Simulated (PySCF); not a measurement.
**EPR parameters of C7H7S**

Compound: C7H7S (doublet state).
Z-matrix (Å and degrees, GFN2-xTB geometry), rows numbered from 1:
```
C 
C   1  1.3788
C   2  1.4238  1  121.51
C   3  1.3712  2  120.80  1   179.53
C   4  1.3916  3  121.02  2     0.17
C   5  1.3956  4  119.28  3     0.05
S   6  1.7726  5  120.98  4   179.79
C   6  1.3757  5  120.72  4    -0.13
H   1  1.0748  2  121.12  3    -0.02
H   1  1.0746  2  121.24  3  -179.80
H   3  1.0795  2  118.60  1    -0.38
H   4  1.0803  3  120.06  2  -179.77
H   5  1.0799  4  120.26  3  -179.96
H   7  1.3320  6   96.16  5     0.28
H   8  1.0794  2  119.13  1     0.29
```

The hyperfine couplings belong to this conformer and change with its torsions.

As a line formula: `[CH2]c1cccc(S)c1` [radical].

Computed with UKS B3LYP, pcH-1 on C H S, non-relativistic, mean-field spin-orbit, GIAO (PySCF 2.14.0). The structure is a single GFN2-xTB conformer in the gas phase; no vibrational or solvent corrections. Couplings are sensitive to structure, and on GFN2-xTB geometries they can be far from those on DFT ones. The SCF solution wasn't tested for stability. ⟨S²⟩ is 0.782 where a pure state has 0.75.

- g1, g2, g3: 2.00221, 2.00250, 2.00275
- g_iso: 2.00249
- Form of g: rhombic: the two nearest values differ by 47 % of g3 − g1
- ⟨S²⟩: 0.7822 (exact 0.7500)
- HOMO–LUMO gap, α and β orbitals: 4.83, 3.45 eV
- Basis functions: 280

Isotropic coupling and dipolar principal values T1 to T3, in G (MHz turned into gauss with g_iso; 10 G = 1 mT):

```tsv
atom	isotope	a_iso	of which spin–orbit	T1	T2	T3	Mulliken spin population
C1	13C	21.2	0.0	-20.7	-20.3	41.0	0.76
C2	13C	-15.0	0.0	-7.5	3.0	4.5	-0.20
C3	13C	8.7	0.0	-7.0	-6.8	13.8	0.26
C4	13C	-7.9	0.0	-5.8	2.6	3.2	-0.14
C5	13C	9.4	0.0	-8.3	-7.7	16.1	0.30
C6	13C	-8.7	0.0	-5.9	2.6	3.2	-0.13
S7	33S	-0.2	0.0	-1.2	0.4	0.8	-0.01
C8	13C	8.8	0.0	-7.0	-6.9	14.0	0.26
H9	1H	-16.2	0.0	-9.6	-0.3	9.9	-0.03
H10	1H	-16.2	0.0	-9.6	-0.3	9.9	-0.03
H11	1H	-5.8	0.0	-2.3	-0.8	3.1	-0.01
H12	1H	2.4	0.0	-0.9	-0.4	1.2	0.00
H13	1H	-6.8	0.0	-4.1	0.0	4.1	-0.01
H14	1H	0.0	0.0	-0.4	-0.4	0.8	0.00
H15	1H	-5.9	0.0	-2.4	-0.8	3.1	-0.01
```

Largest spin populations (Mulliken): C1 (+0.76), C5 (+0.30), C8 (+0.26) and C3 (+0.26). Four atoms exceed +0.15. The positive populations add up to 1.57 and the negative ones to -0.57, together 2S = 1. The angles at C1 add up to 360.0°, so it is planar; its axial dipolar tensor and the negative couplings of its protons fit spin in a p orbital normal to that plane.

Axes: g1 is normal to the molecular plane and g3 points within 12° of the C4–C5 bond.

Under fast tumbling the dipolar parts average out, and these isotropic splittings remain: 1 × 1H (H9, I = 1/2, 2 lines) with 1.62 mT, 1 × 1H (H10, I = 1/2, 2 lines) with 1.62 mT, 1 × 1H (H13, I = 1/2, 2 lines) with 0.68 mT, 1 × 1H (H15, I = 1/2, 2 lines) with 0.59 mT, 1 × 1H (H11, I = 1/2, 2 lines) with 0.58 mT and 1 × 1H (H12, I = 1/2, 2 lines) with 0.24 mT.

H9 and H10 aren't averaged: C1 is flat or nearly so (angle sum 360°), and its turn about the short C1–C2 bond (1.38 Å) is taken as slow.

The 13C coupling of C1 (59.5 MHz) shows only in satellite lines or after enrichment, since that isotope makes up about 1.07 % of natural carbon.

Examples of negative spin density at the nucleus (bohr⁻³): C2 (-0.0373), C6 (-0.0217) and C4 (-0.0196).
